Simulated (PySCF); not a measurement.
A GIAO shielding run with PySCF (density fitting, non-relativistic, gas phase) on SMILES CC[P@@]1(=S)C=C(F)CC1, C$_{6}$H$_{10}$FPS:

```
$ OMP_NUM_THREADS=1 python probes_run.py task.json out

{"job": {"kind": "nmr", "xc": "HF", "basis": "pcSseg-1", "pop": false}, "charge": 0, "multiplicity": 1}
C      1.462321     0.944578     0.196363
C      1.403783    -0.563494     0.366317
P     -0.258962    -1.332597     0.281106
S     -0.190779    -3.269593     0.437270
C     -1.309913    -0.406182     1.418804
C     -2.084418     0.448917     0.743891
F     -2.959724     1.266093     1.309166
C     -1.974361     0.541205    -0.745485
C     -1.106869    -0.631602    -1.211539
H      2.494678     1.306429     0.311330
H      1.118648     1.258756    -0.801652
H      0.843153     1.461120     0.945452
H      1.813829    -0.886788     1.336410
H      1.992153    -1.094856    -0.399460
H     -1.325698    -0.533985     2.501322
H     -2.981934     0.526251    -1.192286
H     -1.534131     1.517792    -1.009837
H     -1.720833    -1.460693    -1.591772
H     -0.382278    -0.366849    -1.994519
```

Hardware: 1 thread of an Arm Neoverse V1, shared host. The job also computes ring-centre shieldings.

Problem. How large is the calculation?

Solution. 86 electrons, 217 basis functions and 1169 auxiliary functions.

Problem. How long does it take, and how much memory does it need?

Solution. 22 s of wall time, with 11 SCF cycles and 7 response iterations; peak memory 0.99 GiB. Times on a shared host scatter by some tens of per cent.

Problem. And these other runs on the same molecule and hardware: GIAO shielding at PBE0/pcSseg-1?

Solution. PBE0/pcSseg-1: 217 functions, 52 s.
